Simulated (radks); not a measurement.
Results of a calculation; reference values are marked as such.
Trend from Co to Ir: ionisation energy by Delta-SCF between NIST ground configurations, and size. Level of theory: scalar-relativistic Kohn-Sham, PBE, spin-unpolarised, spherical densities, point nucleus (a radial shooting solver on a logarithmic mesh with Libxc functionals).

species      configuration  IE (eV)  NIST (eV)  kind  outermost  <r> outermost (bohr)  r at 0.001 e/bohr^3 (bohr)
Co            [Ar] 3d7 4s2    6.471      7.881  exp.         4s                  2.89                        4.38
Rh            [Kr] 4d8 5s1    7.461      7.459  exp.         5s                  3.31                        4.41
Ir       [Xe] 4f14 5d7 6s2    9.880      8.967  exp.         6s                  2.90                        4.52

Reference values: NIST Atomic Spectra Database (exp. = measured, semi-emp. = semi-empirical, theory = theoretical value adopted there). Spin polarisation and multiplet splitting are left out, so open shells lie too high by an amount that depends on their filling. Spin-orbit splitting is averaged out at the scalar-relativistic level.

Beside tabulated values, note that spin-unpolarised runs miss the spin-polarisation part of the exchange energy of open shells.
